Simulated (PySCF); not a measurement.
H4N2Si, SMILES N[Si]N (connectivity only; charge and spin as stated), neutral, multiplicity 1.

Coordinates come from a B3LYP-D3(BJ)/def2-TZVP optimisation. The values are those of a single conformer.

These are B3LYP-D3(BJ)/def2-TZVP in PySCF 2.14.0 values and carry that method's errors.

Frequencies are harmonic and unscaled.

Computed vibrational spectrum:
| mode | ν (cm⁻¹) | IR (km/mol) | moving atoms (share of kinetic energy) |
|---|---|---|---|
| 1 | 306 | 1.3 | N 45 %, H 37 %, Si 18 % |
| 2 | 357 | 0.0 | H 100 % |
| 3 | 395 | 0.0 | H 78 %, N 22 % |
| 4 | 441 | 391.0 | H 77 %, N 21 % |
| 5 | 522 | 1.8 | H 95 % |
| 6 | 699 | 1.2 | H 84 %, N 16 % |
| 7 | 777 | 2.3 | N 55 %, H 35 %, Si 9 % |
| 8 | 840 | 127.7 | N 48 %, Si 41 %, H 12 % |
| 9 | 885 | 109.6 | H 44 %, N 30 %, Si 26 % |
| 10 | 1576 | 80.5 | H 89 %, N 11 % |
| 11 | 1599 | 37.1 | H 90 %, N 10 % |
| 12 | 3532 | 0.1 | H 95 % |
| 13 | 3537 | 7.2 | H 95 % |
| 14 | 3647 | 4.7 | H 92 %, N 8 % |
| 15 | 3649 | 56.6 | H 92 %, N 8 % |
